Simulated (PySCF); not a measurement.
Mapped SMILES: `[O:1]=[C:2]1[CH2:3][CH2:4][CH2:5][CH2:6][CH2:7]1` (H(Xn): hydrogen on atom n).

GIAO shifts from PySCF 2.14 on PBE0-D3(BJ)/def2-TZVP geometries (one conformer, non-relativistic, equivalent nuclei averaged), against TMS at the same level and in the same medium; PCM means IEF-PCM chloroform.

Measured (solution, CDCl3, 298 K; Fulmer et al., Organometallics 2010, 29, 2176): C2 212.6, C3/C7 42.0, C4/C6 27.0, C5 25.0, H(C3)/H(C7) 2.33, H(C4)/H(C6) 1.85, H(C5) 1.72 ppm.

Which unscaled values do B97-2/pcSseg-2, gas; WP04/pcSseg-2, PCM; wB97X-D/pcSseg-2, PCM give, and how close are they?

Answers


```csv
atoms,measured,"B97-2/pcSseg-2, gas","WP04/pcSseg-2, PCM","wB97X-D/pcSseg-2, PCM"
C2,212.6,217.7,232.3,232.0
C3/C7,42.0,45.7,48.0,47.6
C4/C6,27.0,32.3,34.5,31.9
C5,25.0,29.9,31.2,29.4
H(C3)/H(C7),2.33,2.26,2.30,2.31
H(C4)/H(C6),1.85,1.83,1.82,1.81
H(C5),1.72,1.72,1.70,1.73
```

Mean absolute error for 13C: B97-2/pcSseg-2, gas 4.7, WP04/pcSseg-2, PCM 9.9, wB97X-D/pcSseg-2, PCM 8.6 ppm.

Mean absolute error for 1H: B97-2/pcSseg-2, gas 0.03, WP04/pcSseg-2, PCM 0.03, wB97X-D/pcSseg-2, PCM 0.02 ppm.
